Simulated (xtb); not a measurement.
octasulfur (S8), singlet, at a GFN2-xTB geometry, atoms displaced at random by about 0.02 Å a coordinate; GFN2-xTB (xtb).

Here is a job for xtb.
```
$ xtb mol.xyz --gfn 2 --opt extreme --json

# file mol.xyz
8

S      1.73260877    -1.74230449     0.08545472
S      1.50513802    -0.10376254     1.12622877
S      1.90419674     1.61123985     0.04487733
S      0.11520668     2.06851430    -0.94664529
S     -1.40553657     1.77904621     0.43247921
S     -2.39123708     0.09858949    -0.23492008
S     -1.50169191    -1.63485523     0.47877029
S     -0.04894140    -2.09345231    -0.89653599
```

Problem. Write the output that xtb gives for this input, abridged.

Solution. 
```
   ID    Z sym.   atoms
    1   16 S      1-8

           -------------------------------------------------
          |                Calculation Setup                |
           -------------------------------------------------

           -------------------------------------------------
          |                 G F N 2 - x T B                 |
           -------------------------------------------------

          ...................................................
          :                      SETUP                      :
          :.................................................:
          :  # basis functions                  80          :
          :  # atomic orbitals                  72          :
          :  # shells                           24          :
          :  # electrons                        48          :
          :  max. iterations                   250          :
          :  Hamiltonian                  GFN2-xTB          :
          :  restarted?                      false          :
          :  GBSA solvation                  false          :
          :  PC potential                    false          :
          :  electronic temp.          300.0000000     K    :
          :  accuracy                    1.0000000          :
          :  -> integral cutoff          0.2500000E+02      :
          :  -> integral neglect         0.1000000E-07      :
          :  -> SCF convergence          0.1000000E-05 Eh   :
          :  -> wf. convergence          0.1000000E-03 e    :
          :  Broyden damping             0.4000000          :
          :  net charge                          0          :
          :  unpaired electrons                  0          :
          ...................................................

 iter      E             dE          RMSdq      gap      omega  full diag
   1    -26.1303342 -0.261303E+02  0.109E+01    2.67       0.0  T
   2    -26.1480422 -0.177079E-01  0.455E+00    2.47       1.0  T
   3    -26.1513644 -0.332225E-02  0.788E-01    2.33       1.0  T
   4    -26.1513770 -0.125745E-04  0.232E-01    2.33       1.0  T
   5    -26.1513783 -0.134981E-05  0.516E-02    2.33       1.0  T
   6    -26.1513787 -0.380239E-06  0.130E-02    2.33       2.7  T
   7    -26.1513788 -0.308078E-07  0.737E-03    2.33       4.8  T
   8    -26.1513788 -0.220569E-07  0.290E-03    2.33      12.2  T
   9    -26.1513788 -0.821926E-08  0.181E-03    2.33      19.5  T
  10    -26.1513788 -0.482253E-08  0.122E-03    2.33      29.0  T
  11    -26.1513788 -0.327541E-08  0.681E-04    2.33      51.9  T
  12    -26.1513788 -0.916124E-09  0.348E-04    2.33     101.7  T

   *** convergence criteria satisfied after 12 iterations ***

         :::::::::::::::::::::::::::::::::::::::::::::::::::::
         ::                     SUMMARY                     ::
         :::::::::::::::::::::::::::::::::::::::::::::::::::::
         :: total energy             -26.106697523758 Eh    ::
         :: gradient norm              0.040585704406 Eh/a0 ::
         :: HOMO-LUMO gap              2.330258772460 eV    ::
         ::.................................................::
         :: SCC energy               -26.151340153740 Eh    ::
         :: -> isotropic ES           -0.000148102060 Eh    ::
         :: -> anisotropic ES          0.006093402964 Eh    ::
         :: -> anisotropic XC          0.020138093366 Eh    ::
         :: -> dispersion             -0.021293972625 Eh    ::
         :: repulsion energy           0.044642629982 Eh    ::
         :: add. restraining           0.000000000000 Eh    ::
         :: total charge              -0.000000000000 e     ::
         :::::::::::::::::::::::::::::::::::::::::::::::::::::

      -----------------------------------------------------------
     |                   =====================                   |
     |                        A N C O P T                        |
     |                   =====================                   |
     |               Approximate Normal Coordinate               |
     |                Rational Function Optimizer                |
      -----------------------------------------------------------
      -----------------------------------------------------------
     |                   =====================                   |
     |                        A N C O P T                        |
     |                   =====================                   |
     |               Approximate Normal Coordinate               |
     |                Rational Function Optimizer                |
      -----------------------------------------------------------

          ...................................................
          :                      SETUP                      :
          :.................................................:
          :   optimization level           extreme          :
          :   max. optcycles                   200          :
          :   ANC micro-cycles                  20          :
          :   degrees of freedom                18          :
          :.................................................:
          :   RF solver                   davidson          :
          :   write xtbopt.log                true          :
          :   linear?                        false          :
          :   energy convergence         0.5000000E-07 Eh   :
          :   grad. convergence          0.5000000E-04 Eh/α :
          :   maxmium RF displ.          1.0000000          :
          :   Hlow (freq-cutoff)         0.1000000E-01      :
          :   Hmax (freq-cutoff)         5.0000000          :
          :   S6 in model hess.         20.0000000          :
          ...................................................

generating ANC from exact Hessian ...
Using Lindh-Hessian (1995)
 Shifting diagonal of input Hessian by    1.0421468036453059E-002
 Lowest  eigenvalues of input Hessian
[...]
 * total energy  :   -26.1093261 Eh     change       -0.5508728E-03 Eh
 * total energy  :   -26.1092252 Eh     change        0.1008578E-03 Eh
 * total energy  :   -26.1093525 Eh     change       -0.1272709E-03 Eh
 * total energy  :   -26.1092337 Eh     change        0.1187729E-03 Eh
 * total energy  :   -26.1093533 Eh     change       -0.1196245E-03 Eh
 * total energy  :   -26.1093648 Eh     change       -0.1149236E-04 Eh
 * total energy  :   -26.1093623 Eh     change        0.2516792E-05 Eh
 * total energy  :   -26.1093702 Eh     change       -0.7881193E-05 Eh
 * total energy  :   -26.1093702 Eh     change        0.6246630E-08 Eh
 * total energy  :   -26.1093716 Eh     change       -0.1367931E-05 Eh
 * total energy  :   -26.1093730 Eh     change       -0.1495048E-05 Eh
 * total energy  :   -26.1093732 Eh     change       -0.1422871E-06 Eh
 * total energy  :   -26.1093732 Eh     change       -0.1371086E-07 Eh
   *** GEOMETRY OPTIMIZATION CONVERGED AFTER 18 ITERATIONS ***
[...]
         ::                     SUMMARY                     ::
         :::::::::::::::::::::::::::::::::::::::::::::::::::::
         :: total energy             -26.109373202833 Eh    ::
         :: gradient norm              0.000119158358 Eh/a0 ::
         :: HOMO-LUMO gap              2.374743496722 eV    ::
         ::.................................................::
         :: SCC energy               -26.150345623371 Eh    ::
         :: -> isotropic ES           -0.000195170981 Eh    ::
         :: -> anisotropic ES          0.005659050522 Eh    ::
         :: -> anisotropic XC          0.020076829937 Eh    ::
         :: -> dispersion             -0.021213211147 Eh    ::
         :: repulsion energy           0.040972420539 Eh    ::
         :: add. restraining           0.000000000000 Eh    ::
         :: total charge              -0.000000000000 e     ::
         :::::::::::::::::::::::::::::::::::::::::::::::::::::

           -------------------------------------------------
          |                Property Printout                |
           -------------------------------------------------

    * Orbital Energies and Occupations

         #    Occupation            Energy/Eh            Energy/eV
      -------------------------------------------------------------
         1        2.0000           -0.7736291             -21.0515
       ...           ...                  ...                  ...
        12        2.0000           -0.5171262             -14.0717
        13        2.0000           -0.5146254             -14.0037
        14        2.0000           -0.5109294             -13.9031
        15        2.0000           -0.5030204             -13.6879
        16        2.0000           -0.4974581             -13.5365
        17        2.0000           -0.4547519             -12.3744
        18        2.0000           -0.4471102             -12.1665
        19        2.0000           -0.4382992             -11.9267
        20        2.0000           -0.4297932             -11.6953
        21        2.0000           -0.4243829             -11.5480
        22        2.0000           -0.4171835             -11.3521
        23        2.0000           -0.4121467             -11.2151
        24        2.0000           -0.3938445             -10.7171 (HOMO)
        25                         -0.3065743              -8.3423 (LUMO)
        26                         -0.3032531              -8.2519
        27                         -0.3019867              -8.2175
        28                         -0.2900940              -7.8939
        29                         -0.2849497              -7.7539
        30                         -0.2747457              -7.4762
        31                         -0.2725416              -7.4162
        32                         -0.2604807              -7.0880
        33                         -0.0783095              -2.1309
        34                         -0.0771430              -2.0992
        35                         -0.0702748              -1.9123
       ...                                ...                  ...
        72                          0.4937185              13.4348
      -------------------------------------------------------------
                  HL-Gap            0.0872702 Eh            2.3747 eV
             Fermi-level           -0.3502094 Eh           -9.5297 eV

     #   Z          covCN         q      C6AA      α(0)
     1  16 S        1.965    -0.006   141.306    20.007
     2  16 S        1.979     0.010   140.645    19.960
     3  16 S        1.965    -0.006   141.303    20.007
     4  16 S        1.979    -0.011   141.492    20.020
     5  16 S        1.968     0.016   140.390    19.942
     6  16 S        1.987    -0.009   141.431    20.016
     7  16 S        1.968     0.016   140.410    19.944
     8  16 S        1.979    -0.010   141.471    20.019

 Mol. C6AA /au·bohr⁶  :       9027.563220
 Mol. C8AA /au·bohr⁸  :     442271.155246
 Mol. α(0) /au        :        159.915459

Wiberg/Mayer (AO) data.
largest (>0.10) Wiberg bond orders for each atom

 ---------------------------------------------------------------------------
     #   Z sym  total        # sym  WBO       # sym  WBO       # sym  WBO
 ---------------------------------------------------------------------------
     1  16 S    2.486 --     2 S    1.185     8 S    1.057     3 S    0.130
     2  16 S    2.575 --     3 S    1.189     1 S    1.185
     3  16 S    2.486 --     2 S    1.189     4 S    1.053     1 S    0.130
     4  16 S    2.450 --     5 S    1.184     3 S    1.053
     5  16 S    2.544 --     4 S    1.184     6 S    1.145     7 S    0.106
     6  16 S    2.503 --     7 S    1.146     5 S    1.145
     7  16 S    2.543 --     8 S    1.181     6 S    1.146     5 S    0.106
     8  16 S    2.451 --     7 S    1.181     1 S    1.057
 ---------------------------------------------------------------------------

Topologies differ in total number of bonds
Writing topology from bond orders to xtbtopo.mol

molecular dipole:
                 x           y           z       tot (Debye)
 q only:       -0.061       0.003       0.087
   full:       -0.026       0.001       0.106       0.276
molecular quadrupole (traceless):
                xx          xy          yy          xz          yz          zz
 q only:        0.049      -0.010      -0.111      -0.050       0.013       0.062
  q+dip:       -0.005      -0.004      -0.071       0.175       0.020       0.076
   full:        0.768      -0.034       0.019       0.229      -0.004      -0.787

optimized geometry written to: xtbopt.xyz

           -------------------------------------------------
          | TOTAL ENERGY              -26.109373202833 Eh   |
          | GRADIENT NORM               0.000119158358 Eh/α |
          | HOMO-LUMO GAP               2.374743496722 eV   |
           -------------------------------------------------

normal termination of xtb
```
